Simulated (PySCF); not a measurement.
## Calculated data, ClFSi, BH₅N₂Si, BH₄NOSi, B₂FHN

Computed with PySCF 2.14.0. Calculation on a computer-drawn molecule: optimised geometry and harmonic frequencies of an isolated molecule of the commonest isotopes, restricted reference for singlets and unrestricted otherwise, frozen core in MP2.

Common to all runs: multiplicity 1.

(1) ClFSi

Start structure:
```xyz
3
ClFSi
F      0.9557     0.1808    -2.0827
Si     2.0741     1.3465    -2.1121
Cl     1.2934     2.6282    -0.6573
```

- charge: 0
- method: MP2
- basis: cc-pV(D+d)Z
- rotational constants: 22.77, 4.392, 3.681 GHz
- total energy: -848.3613 hartree
- convergence status largest gradient component: 2.114e-05 hartree/bohr

Drawn bonds:
| atom | other atom | order |
| --- | --- | --- |
| 1 | 2 | 1 |
| 2 | 3 | 1 |

Optimised structure:
```xyz
3
ClFSi
F      0.9517     0.1594    -2.0944
Si     2.0715     1.3541    -2.1049
Cl     1.3000     2.6420    -0.6528
```

Modes:
| frequency (cm⁻¹) | reduced mass (dalton) |
| --- | --- |
| 263.5 | 23.32 |
| 535.2 | 30.32 |
| 846.4 | 21.86 |

(2) BH₅N₂Si

Start structure:
```xyz
9
BH5N2Si
N     -2.2605     2.0663    -0.3687
B     -1.5884     1.0255    -0.0475
N     -0.9312    -0.1515     0.1333
Si    -1.2788    -1.8042    -0.3678
H     -2.8550     2.8573    -0.4112
H     -0.0228    -0.0518     0.5960
H     -2.6991    -2.1157    -0.1079
H     -0.3395    -2.6014     0.4036
H     -0.9807    -1.9414    -1.8061
```

- charge: 0
- method: HF
- basis: cc-pV(D+d)Z
- rotational constants: 27.9, 2.641, 2.481 GHz
- total energy: -425.4984 hartree
- convergence status largest gradient component: 5.215e-06 hartree/bohr

Drawn bonds:
| atom | other atom | order |
| --- | --- | --- |
| 1 | 2 | 2 |
| 2 | 3 | 1 |
| 3 | 4 | 1 |
| 1 | 5 | 1 |
| 3 | 6 | 1 |
| 4 | 7 | 1 |
| 4 | 8 | 1 |
| 4 | 9 | 1 |

Optimised structure:
```xyz
9
BH5N2Si
N     -2.3695     2.0010    -0.0814
B     -1.6290     1.0154    -0.1084
N     -0.7884    -0.1062    -0.1393
Si    -1.2468    -1.7727    -0.3455
H     -2.9649     2.7824    -0.0607
H      0.1876     0.1013    -0.0275
H     -2.7146    -1.8095    -0.4865
H     -0.8261    -2.5803     0.8210
H     -0.6043    -2.3483    -1.5480
```

Modes:
| frequency (cm⁻¹) | reduced mass (dalton) |
| --- | --- |
| 32.13 | 1.3 |
| 140.7 | 1.314 |
| 160.2 | 4.236 |
| 336.2 | 1.135 |
| 482.2 | 1.865 |
| 514.6 | 1.879 |
| 520.7 | 4.284 |
| 678.1 | 1.993 |
| 771.1 | 1.193 |
| 853 | 2.244 |
| 1016 | 1.051 |
| 1040 | 1.109 |
| 1060 | 1.319 |
| 1096 | 1.801 |
| 1369 | 1.511 |
| 2147 | 7.938 |
| 2306 | 1.051 |
| 2323 | 1.037 |
| 2347 | 1.037 |
| 3794 | 1.074 |
| 4114 | 1.1 |

(3) BH₄NOSi

Start structure:
```xyz
8
BH4NOSi
N     -1.6768     4.2911     0.5866
B     -1.2562     3.3737    -0.1923
O     -0.7107     2.5858    -1.0144
Si    -0.0143     1.6021    -2.0604
H     -2.1660     4.7942     1.2618
H     -0.9275     0.5394    -2.3723
H      0.3005     2.4285    -3.3009
H      1.2587     1.1691    -1.4846
```

- charge: 0
- method: HF
- basis: cc-pV(D+d)Z
- rotational constants: 44, 2.609, 2.536 GHz
- total energy: -445.3569 hartree
- convergence status largest gradient component: 4.849e-07 hartree/bohr

Drawn bonds:
| atom | other atom | order |
| --- | --- | --- |
| 1 | 2 | 2 |
| 2 | 3 | 1 |
| 3 | 4 | 1 |
| 1 | 5 | 1 |
| 4 | 6 | 1 |
| 4 | 7 | 1 |
| 4 | 8 | 1 |

Optimised structure:
```xyz
8
BH4NOSi
N     -1.5952     4.2408     0.5402
B     -1.3940     3.2750    -0.1964
O     -1.1796     2.2393    -0.9856
Si    -0.0456     1.6398    -2.0431
H     -1.7802     5.0002     1.1354
H     -0.5723     0.3618    -2.5464
H      0.1461     2.5950    -3.1503
H      1.2286     1.4320    -1.3302
```

Modes:
| frequency (cm⁻¹) | reduced mass (dalton) |
| --- | --- |
| 40.27 | 1.566 |
| 104 | 5.119 |
| 296.4 | 1.409 |
| 338.6 | 1.365 |
| 527.6 | 3.576 |
| 538.4 | 3.84 |
| 678.4 | 5.411 |
| 779.2 | 1.186 |
| 791.7 | 1.283 |
| 1035 | 1.053 |
| 1039 | 1.054 |
| 1061 | 1.134 |
| 1221 | 8.396 |
| 2194 | 7.771 |
| 2343 | 1.052 |
| 2349 | 1.042 |
| 2367 | 1.038 |
| 4118 | 1.101 |

(4) B₂FHN

Start structure:
```xyz
5
B2FHN
N     -3.0534    -0.2638     1.2276
B     -2.1144     0.1175     0.5032
B     -0.9350     0.6663    -0.4262
F     -0.1131     1.0375    -1.2176
H     -3.7594    -0.5708     1.8758
```

- charge: 1
- method: HF
- basis: cc-pVDZ
- rotational constants: 3.15, 3.15 GHz
- total energy: -203.5744 hartree
- convergence status largest gradient component: 2.31e-05 hartree/bohr

Drawn bonds:
| atom | other atom | order |
| --- | --- | --- |
| 1 | 2 | 2 |
| 2 | 3 | 1 |
| 3 | 4 | 1 |
| 1 | 5 | 1 |

Optimised structure:
```xyz
5
B2FHN
N     -3.0355    -0.2618     1.2581
B     -2.1562     0.1262     0.5264
B     -0.9553     0.6561    -0.4728
F     -0.0683     1.0476    -1.2105
H     -3.7600    -0.5814     1.8617
```

Modes:
| frequency (cm⁻¹) | reduced mass (dalton) |
| --- | --- |
| 173.5 | 5.617 |
| 173.5 | 5.617 |
| 488.7 | 9.388 |
| 488.7 | 9.388 |
| 609.3 | 10.82 |
| 755.7 | 1.248 |
| 755.7 | 1.248 |
| 1786 | 12 |
| 2216 | 7.39 |
| 3961 | 1.114 |

(5) B₂FHN

Start structure:
```xyz
5
B2FHN
N     -3.0355    -0.2618     1.2581
B     -2.1562     0.1262     0.5264
B     -0.9553     0.6561    -0.4728
F     -0.0683     1.0476    -1.2105
H     -3.7600    -0.5814     1.8617
```

* charge: 1
* method: MP2
* basis: cc-pVDZ
* rotational constants: 3.112, 3.112 GHz
* total energy: -204.0699 hartree
* convergence status largest gradient component: 3.074e-05 hartree/bohr

Drawn bonds:
| atom | other atom | order |
| --- | --- | --- |
| 1 | 2 | 2 |
| 2 | 3 | 1 |
| 3 | 4 | 1 |
| 1 | 5 | 1 |

Optimised structure:
```xyz
5
B2FHN
N     -3.0463    -0.2665     1.2673
B     -2.1333     0.1363     0.5076
B     -0.9575     0.6552    -0.4709
F     -0.0532     1.0542    -1.2233
H     -3.7850    -0.5925     1.8822
```

Modes:
| frequency (cm⁻¹) | reduced mass (dalton) |
| --- | --- |
| 149.1 | 5.775 |
| 149.2 | 5.779 |
| 458.9 | 11.09 |
| 458.9 | 11.09 |
| 621.2 | 10.76 |
| 652.9 | 1.217 |
| 653.2 | 1.217 |
| 1685 | 11.25 |
| 1901 | 8.084 |
| 3714 | 1.107 |
